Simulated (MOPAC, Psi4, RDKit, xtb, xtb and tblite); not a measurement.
Two geometries of SMILES OB(O)[SiH2][SiH2][SiH3], relaxed at GFN2-xTB with one dihedral held; other torsions can differ between them too.

Structure A

```
15

O      2.4778     1.2463     1.1767
B      1.4512     1.0980     0.2680
O      0.8246     2.2261    -0.1330
Si     0.3695    -0.5222    -0.0087
Si    -1.5899    -0.2405     1.2192
Si    -2.2239     1.9711     1.4661
H      3.3485     0.9106     0.9948
H      1.2014     3.0575     0.1669
H     -0.0028    -0.7679    -1.4135
H      1.0513    -1.7792     0.3629
H     -1.4504    -0.8465     2.5581
H     -2.6963    -1.0205     0.6365
H     -1.2509     2.7243     2.2663
H     -3.5090     2.1695     2.1459
H     -2.3429     2.6728     0.1861
```

Structure B

```
15

O     -2.9715     0.8923     1.1061
B     -1.7000     0.5231     0.7886
O     -0.9303     0.0784     1.8093
Si    -0.7939     0.5384    -0.9629
Si     1.2948    -0.4489    -0.7611
Si     2.0238    -0.7487     1.4140
H     -3.5353     1.2099     0.4040
H     -1.3432     0.0658     2.6758
H     -0.6841     1.9115    -1.5013
H     -1.6194    -0.0948    -2.0151
H      1.3015    -1.7466    -1.4634
H      2.2943     0.3236    -1.5218
H      1.2893    -1.7945     2.1290
H      3.4340    -1.1574     1.4880
H      1.9413     0.4760     2.2138
```

Problem. Which is lower in energy at the level PBE0-D3(BJ)/def2-TZVP // GFN2-xTB (Psi4), and by how much?

Solution. B is lower, by 32.91 kJ/mol (dihedral H7–O1–B2–Si4: 80° in A, 0° in B).

E(B) − E(A) in kJ/mol at the other levels, on the same two geometries: GFN2-xTB (xtb and tblite) -33.56; PBE0/def2-TZVP // GFN2-xTB (Psi4) -32.86; PBE/def2-TZVP // GFN2-xTB (Psi4) -31.28; PBE-D3(BJ)/def2-TZVP // GFN2-xTB (Psi4) -31.47; UFF // GFN2-xTB (RDKit) 42.44; PM3, restricted, heats of formation // GFN2-xTB (MOPAC) -22.05; PM7, restricted, heats of formation // GFN2-xTB (MOPAC) -12.94; GFN1-xTB // GFN2-xTB (xtb) -39.20.
